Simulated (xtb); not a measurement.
O2S, charge +1, doublet, from a rough starting geometry (a state made from the parent by changing its charge; the spin is typed, not shown lowest); GFN2-xTB run with xtb.

Here is a job for xtb.
```
$ xtb mol.xyz --gfn 2 --chrg 1 --uhf 1 --opt vtight --json

# file mol.xyz
3

S      0.00037940     0.01234306     0.47695009
O     -0.04596936     1.29055649    -0.22028152
O     -0.00555252    -1.27526086    -0.25405828
```

Output, abridged:

```
   ID    Z sym.   atoms
    1   16 S      1
    2    8 O      2, 3

           -------------------------------------------------
          |                Calculation Setup                |
           -------------------------------------------------

           -------------------------------------------------
          |                 G F N 2 - x T B                 |
           -------------------------------------------------

          ...................................................
          :                      SETUP                      :
          :.................................................:
          :  # basis functions                  18          :
          :  # atomic orbitals                  17          :
          :  # shells                            7          :
          :  # electrons                        17          :
          :  max. iterations                   250          :
          :  Hamiltonian                  GFN2-xTB          :
          :  restarted?                      false          :
          :  GBSA solvation                  false          :
          :  PC potential                    false          :
          :  electronic temp.          300.0000000     K    :
          :  accuracy                    1.0000000          :
          :  -> integral cutoff          0.2500000E+02      :
          :  -> integral neglect         0.1000000E-07      :
          :  -> SCF convergence          0.1000000E-05 Eh   :
          :  -> wf. convergence          0.1000000E-03 e    :
          :  Broyden damping             0.4000000          :
          :  net charge                          1          :
          :  unpaired electrons                  1          :
          ...................................................

 iter      E             dE          RMSdq      gap      omega  full diag
   1    -10.7666992 -0.107667E+02  0.143E+01    4.53       0.0  T
   2    -10.8046663 -0.379670E-01  0.596E+00    3.97       1.0  T
   3    -10.8062238 -0.155754E-02  0.174E+00    3.86       1.0  T
   4    -10.8066176 -0.393823E-03  0.123E+00    3.92       1.0  T
   5    -10.8081997 -0.158206E-02  0.743E-01    3.97       1.0  T
   6    -10.8084724 -0.272710E-03  0.146E-01    4.06       1.0  T
   7    -10.8084752 -0.282939E-05  0.518E-02    4.07       1.1  T
   8    -10.8084763 -0.104901E-05  0.729E-03    4.06       7.9  T
   9    -10.8084763 -0.454391E-07  0.308E-03    4.06      18.7  T
  10    -10.8084763 -0.209218E-08  0.107E-03    4.06      54.0  T
  11    -10.8084763 -0.617224E-09  0.537E-04    4.06     107.4  T
  12    -10.8084763 -0.873790E-10  0.122E-04    4.06     473.5  T

   *** convergence criteria satisfied after 12 iterations ***

         :::::::::::::::::::::::::::::::::::::::::::::::::::::
         ::                     SUMMARY                     ::
         :::::::::::::::::::::::::::::::::::::::::::::::::::::
         :: total energy             -10.773706865136 Eh    ::
         :: gradient norm              0.100705093454 Eh/a0 ::
         :: HOMO-LUMO gap              4.064985949707 eV    ::
         ::.................................................::
         :: SCC energy               -10.808476343261 Eh    ::
         :: -> isotropic ES            0.159331451953 Eh    ::
         :: -> anisotropic ES          0.008001756846 Eh    ::
         :: -> anisotropic XC          0.003899689832 Eh    ::
         :: -> dispersion             -0.001040154437 Eh    ::
         :: repulsion energy           0.034769478125 Eh    ::
         :: add. restraining           0.000000000000 Eh    ::
         :: total charge               1.000000000000 e     ::
         :::::::::::::::::::::::::::::::::::::::::::::::::::::

      -----------------------------------------------------------
     |                   =====================                   |
     |                        A N C O P T                        |
[...]
 * total energy  :   -10.7737069 Eh     change       -0.1151079E-11 Eh
 * total energy  :   -10.7781808 Eh     change       -0.4473964E-02 Eh
 * total energy  :   -10.7806261 Eh     change       -0.2445251E-02 Eh
 * total energy  :   -10.7808644 Eh     change       -0.2382944E-03 Eh
 * total energy  :   -10.7809679 Eh     change       -0.1035167E-03 Eh
 * total energy  :   -10.7810443 Eh     change       -0.7638841E-04 Eh
 * total energy  :   -10.7810472 Eh     change       -0.2887986E-05 Eh
 * total energy  :   -10.7810474 Eh     change       -0.2600752E-06 Eh
 * total energy  :   -10.7810475 Eh     change       -0.4260670E-07 Eh
   *** GEOMETRY OPTIMIZATION CONVERGED AFTER 9 ITERATIONS ***
         :: total energy             -10.781047469896 Eh    ::
[...]
         :: -> dispersion             -0.001042439821 Eh    ::
         :: repulsion energy           0.056543251786 Eh    ::
         :: add. restraining           0.000000000000 Eh    ::
         :: total charge               1.000000000000 e     ::
         :::::::::::::::::::::::::::::::::::::::::::::::::::::

           -------------------------------------------------
          |                Property Printout                |
           -------------------------------------------------

    * Orbital Energies and Occupations

         #    Occupation            Energy/Eh            Energy/eV
      -------------------------------------------------------------
         1        2.0000           -1.1235090             -30.5722
         2        2.0000           -0.9884949             -26.8983
         3        2.0000           -0.9259781             -25.1971
         4        2.0000           -0.8421417             -22.9158
         5        2.0000           -0.8409043             -22.8822
         6        2.0000           -0.8369627             -22.7749
         7        2.0000           -0.7864170             -21.3995
         8        2.0000           -0.7742610             -21.0687
         9        1.0000           -0.7227349             -19.6666 (HOMO)
        10                         -0.5632293             -15.3263 (LUMO)
        11                         -0.4385869             -11.9346
        12                         -0.3086277              -8.3982
        13                         -0.2878710              -7.8334
        14                         -0.2080714              -5.6619
        15                         -0.1382481              -3.7619
        16                          0.6207154              16.8905
        17                          0.9668040              26.3081
      -------------------------------------------------------------
                  HL-Gap            0.1595056 Eh            4.3404 eV
             Fermi-level           -0.6957400 Eh          -18.9321 eV

     #   Z          covCN         q      C6AA      α(0)
     1  16 S        1.719     1.657    89.729    15.945
     2   8 O        0.860    -0.328    20.298     6.041
     3   8 O        0.860    -0.328    20.298     6.041

 Mol. C6AA /au·bohr⁶  :        336.832151
 Mol. C8AA /au·bohr⁸  :      11251.170862
 Mol. α(0) /au        :         28.025897

Wiberg/Mayer (AO) data.
largest (>0.10) Wiberg bond orders for each atom

 ---------------------------------------------------------------------------
     #   Z sym  total        # sym  WBO       # sym  WBO       # sym  WBO
 ---------------------------------------------------------------------------
     1  16 S    3.765 --     3 O    1.883     2 O    1.883
     2   8 O    2.183 --     1 S    1.883     3 O    0.300
     3   8 O    2.183 --     1 S    1.883     2 O    0.300
 ---------------------------------------------------------------------------

Topologies differ in total number of bonds
Writing topology from bond orders to xtbtopo.mol

molecular dipole:
                 x           y           z       tot (Debye)
 q only:        0.026       0.000       1.581
   full:        0.026      -0.000       1.593       4.048
molecular quadrupole (traceless):
                xx          xy          yy          xz          yz          zz
 q only:        1.383       0.089      -4.193      -0.023      -0.039       2.810
  q+dip:        1.706       0.107      -5.019      -0.017      -0.054       3.313
   full:        2.359       0.130      -5.791      -0.036      -0.064       3.432

optimized geometry written to: xtbopt.xyz

           -------------------------------------------------
          | TOTAL ENERGY              -10.781047469896 Eh   |
          | GRADIENT NORM               0.000024856067 Eh/α |
          | HOMO-LUMO GAP               4.340367174848 eV   |
           -------------------------------------------------

normal termination of xtb
```
